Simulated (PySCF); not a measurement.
## PySCF run on ZnS⁻

The script input.py:

```python
from pyscf import gto, scf, solvent

mol = gto.M(
    atom='Zn 0 0 0; S 0 0 1.904',
    basis='pcseg-1',
    charge=-1,
    spin=1,
    verbose=4,
)
mf = scf.UHF(mol)
mf = solvent.PCM(mf)
mf.with_solvent.eps = 32.6
mf.kernel()
mf.analyze()
print('orbital energies (hartree):', [e[max(0, n-3):n+3].round(4) for e, n in zip(mf.mo_energy, mol.nelec)])
```

```bash
$ python input.py
```

Output (some set-up lines and the per-cycle HOMO/LUMO lines with their warnings removed):

```
PySCF version 2.14.0

[INPUT] verbose = 4
[INPUT] num. atoms = 2
[INPUT] num. electrons = 47
[INPUT] charge = -1
[INPUT] spin (= nelec alpha-beta = 2S) = 1
[INPUT] symmetry False subgroup None
[INPUT] Mole.unit = angstrom
[INPUT] Symbol           X                Y                Z      unit          X                Y                Z       unit  Magmom
[INPUT]  1 Zn     0.000000000000   0.000000000000   0.000000000000 AA    0.000000000000   0.000000000000   0.000000000000 Bohr   0.0
[INPUT]  2 S      0.000000000000   0.000000000000   1.904000000000 AA    0.000000000000   0.000000000000   3.598038541172 Bohr   0.0

nuclear repulsion = 133.406019559664
number of shells = 7
number of NR pGTOs = 125
number of NR cGTOs = 49
basis = pcseg-1
ecp = {}

******** <class 'pyscf.solvent._attach_solvent.PCMUHF'> ********
method = PCMUHF
initial guess = minao
damping factor = 0
level_shift factor = 0
DIIS = <class 'pyscf.scf.diis.CDIIS'>
diis_start_cycle = 1
diis_space = 8
diis_damp = 0
SCF conv_tol = 1e-09
SCF conv_tol_grad = None
SCF max_cycles = 50
direct_scf = True
direct_scf_tol = 1e-13
number electrons alpha = 24  beta = 23
******** <class 'pyscf.solvent.pcm.PCM'> (In testing) ********

WARN: PCM is an experimental feature. It is still in testing.
Features and APIs may be changed in the future.

lebedev_order = 29 (302 grids per sphere)
eps = 32.6
frozen = False
Set gradient conv threshold to 3.16228e-05
PCM E_diel = -0.00312449441765753
Solvent Energy = -0.00312449441765753
init E= -2174.88094550516

PCM E_diel = -0.130792084915584
Solvent Energy = -0.130792084915584
cycle= 1 E= -2175.10587229772  delta_E= -0.225  |g|= 0.295  |ddm|= 1.64
PCM E_diel = -0.110462847010934
Solvent Energy = -0.110462847010934
cycle= 2 E= -2175.15513547333  delta_E= -0.0493  |g|= 0.164  |ddm|= 0.701
PCM E_diel = -0.117439362827771
Solvent Energy = -0.117439362827771
cycle= 3 E= -2175.16956426993  delta_E= -0.0144  |g|= 0.0332  |ddm|= 0.217
PCM E_diel = -0.118818293041905
Solvent Energy = -0.118818293041905
cycle= 4 E= -2175.17148653475  delta_E= -0.00192  |g|= 0.018  |ddm|= 0.103
PCM E_diel = -0.119719430896795
Solvent Energy = -0.119719430896795
cycle= 5 E= -2175.17229847483  delta_E= -0.000812  |g|= 0.00759  |ddm|= 0.0767
PCM E_diel = -0.120473245558477
Solvent Energy = -0.120473245558477
cycle= 6 E= -2175.17248941061  delta_E= -0.000191  |g|= 0.00319  |ddm|= 0.0432
PCM E_diel = -0.120891032029539
Solvent Energy = -0.120891032029539
cycle= 7 E= -2175.17251986453  delta_E= -3.05e-05  |g|= 0.000956  |ddm|= 0.0196
PCM E_diel = -0.120992230402809
Solvent Energy = -0.120992230402809
cycle= 8 E= -2175.17252216213  delta_E= -2.3e-06  |g|= 0.000297  |ddm|= 0.00518
PCM E_diel = -0.12099691421602
Solvent Energy = -0.12099691421602
cycle= 9 E= -2175.17252238186  delta_E= -2.2e-07  |g|= 0.000105  |ddm|= 0.00147
PCM E_diel = -0.120996966078068
Solvent Energy = -0.120996966078068
cycle= 10 E= -2175.17252241551  delta_E= -3.36e-08  |g|= 3.08e-05  |ddm|= 0.000685
PCM E_diel = -0.120996409146795
Solvent Energy = -0.120996409146795
cycle= 11 E= -2175.17252241813  delta_E= -2.62e-09  |g|= 8.25e-06  |ddm|= 0.000177
PCM E_diel = -0.12099633739207
Solvent Energy = -0.12099633739207
cycle= 12 E= -2175.17252241828  delta_E= -1.53e-10  |g|= 2.56e-06  |ddm|= 4.04e-05
PCM E_diel = -0.120996269336155
Solvent Energy = -0.120996269336155
Extra cycle  E= -2175.1725224183  delta_E= -1.23e-11  |g|= 1.43e-06  |ddm|= 9.26e-06
converged SCF energy = -2175.1725224183  <S^2> = 0.75479549  2S+1 = 2.0047897
**** SCF Summaries ****
Total Energy =                       -2175.172522418295557
Nuclear Repulsion Energy =             133.406019559663889
One-electron Energy =                -3311.682129066840389
Two-electron Energy =                 1003.224583358216933
Two-electron Coulomb Energy =         1098.213707880921447
DFT Exchange-Correlation Energy =      -94.989124522704515
**** MO energy ****
                             alpha | beta                alpha | beta
[13 lines left out]
MO #14  energy= -3.79126907902425  | -3.79044903200177  occ= 1 | 1
MO #15  energy= -0.853285398080038 | -0.83863145057974  occ= 1 | 1
MO #16  energy= -0.745365824004914 | -0.74636412816777  occ= 1 | 1
MO #17  energy= -0.74536582400488  | -0.74636412816775  occ= 1 | 1
MO #18  energy= -0.740190938480675 | -0.739700392084724 occ= 1 | 1
MO #19  energy= -0.740190594377944 | -0.739699970568319 occ= 1 | 1
MO #20  energy= -0.71278117176591  | -0.707023962136913 occ= 1 | 1
MO #21  energy= -0.372528182529837 | -0.346880254394407 occ= 1 | 1
MO #22  energy= -0.298900948246731 | -0.2966719652849   occ= 1 | 1
MO #23  energy= -0.298900948246728 | -0.296671965284894 occ= 1 | 1
MO #24  energy= -0.205155470228156 | 0.0824341195457263 occ= 1 | 0
MO #25  energy= 0.276623079987738  | 0.338408394498478  occ= 0 | 0
MO #26  energy= 0.294212064693089  | 0.338408394498493  occ= 0 | 0
MO #27  energy= 0.294212064693095  | 0.338691857502657  occ= 0 | 0
[22 lines left out]

To work with the spin densities directly, `use mulliken_meta_spin()` only printing them here.

 ** Mulliken spin pop alpha/beta on meta-lowdin orthogonal AOs **
 ** Mulliken Spin Density (per AO)  **
 ** Mulliken Spin Density (per atom)  **
spin density of  0 Zn =      0.81528
spin density of  1 S =      0.18472
 ** Mulliken pop alpha/beta on meta-lowdin orthogonal AOs **
 ** Mulliken pop       alpha | beta **
pop of  0 Zn 1s        1.00000 | 1.00000
pop of  0 Zn 2s        0.99999 | 0.99999
pop of  0 Zn 3s        0.99992 | 0.99990
pop of  0 Zn 4s        0.92544 | 0.21580
pop of  0 Zn 5s        0.03772 | 0.00239
pop of  0 Zn 2px       1.00000 | 1.00000
pop of  0 Zn 2py       1.00000 | 1.00000
pop of  0 Zn 2pz       1.00000 | 1.00000
pop of  0 Zn 3px       0.99997 | 0.99998
pop of  0 Zn 3py       0.99997 | 0.99998
pop of  0 Zn 3pz       0.99999 | 0.99998
pop of  0 Zn 4px       0.01552 | 0.01029
[37 lines left out]
In total            24.00000 | 23.00000
 ** Mulliken atomic charges   ( Nelec_alpha | Nelec_beta ) **
charge of  0Zn =      0.70827  (    15.05351     14.23823 )
charge of  1S =     -1.70827  (     8.94649      8.76177 )

WARN: System has nonzero charge -1; the dipole moment is origin-dependent.
Location of origin: [0. 0. 0.]

Dipole moment(X, Y, Z, Debye): -0.00000,  0.00000, -11.69523
orbital energies (hartree): [array([-0.2989, -0.2989, -0.2052,  0.2766,  0.2942,  0.2942]), array([-0.3469, -0.2967, -0.2967,  0.0824,  0.3384,  0.3384])]
```

In short: E(SCF) = -2175.172522 Eh, 12 cycles, ⟨S²⟩ = 0.755.

Wall time 5.2 s on one thread of a shared host.

The basis has no diffuse functions, which an anion needs. The bond length is a typed value, not an optimised one. The dipole of an ion depends on the origin. No search for the lowest solution was made.
